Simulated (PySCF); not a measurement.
**Electron correlation in Sb⁺ (antimony, charge +1)**

[Kr] 4d10 5s2 5p1 6s1, high-spin 3P determinant (an excited configuration). Calculation: PySCF 2.14, in aug-cc-pwCVTZ-PP with ECP28MDF (8s7p6d4f1g, 96 functions); a scalar-relativistic core potential. Frozen: 4s2 4p6 4d10; 4 electrons correlated.

```tsv
level	correlation energy (mhartree)
CCSD	-58.39
(T)	-1.76
CCSD(T)	-60.15
```

Diagnostics: T1 = 0.016, D1 = 0.0392, largest double amplitude 0.087.

**Question.** Is a single reference adequate?

**Answer.** Mostly. T1 lies below 0.03, but a double amplitude of this size points to a near-degeneracy that CCSD handles and MP2 describes poorly.
